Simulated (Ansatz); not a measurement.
Mulliken charges of CH5FInNSi (`[F][In]1[CH2][SiH2][NH]1`) from B3LYP/def2-TZVPP in Ansatz (PBE0-D4/def2-TZVP geometry).

| atom | x (Å) | y (Å) | z (Å) | charge (e) |
| --- | --- | --- | --- | --- |
| F1 | 0.741 | -1.475 | -3.181 | -0.457 |
| In2 | 0.486 | -0.746 | -1.406 | 0.821 |
| C3 | 1.032 | -0.413 | 0.661 | -0.470 |
| Si4 | -0.558 | 0.603 | 0.828 | 0.445 |
| N5 | -1.102 | 0.416 | -0.796 | -0.511 |
| H6 | 1.087 | -1.337 | 1.236 | 0.131 |
| H7 | 1.972 | 0.130 | 0.762 | 0.130 |
| H8 | -1.459 | 0.022 | 1.867 | -0.104 |
| H9 | -0.260 | 2.007 | 1.238 | -0.104 |
| H10 | -1.939 | 0.792 | -1.209 | 0.119 |

Question: By hand: the dipole of these point charges (1 e Å = 4.8032 D).

Answer: Σ q r = (0.237, 0.036, 0.558) e Å, of length 0.607 e Å = 2.92 D.

Question: How does the dipole of the full density compare? (An estimate is asked.)

Answer: Computed: (0.097, 0.036, 0.292) e Å, 1.49 D; the point charges give 1.96 times that, at 6° from its direction.

Point charges leave out the atoms' own dipoles, such as those of lone pairs, and Mulliken's split depends on the basis, so the two needn't agree.

B3LYP here is the variant with VWN-RPA as its local correlation; programs differ in this.
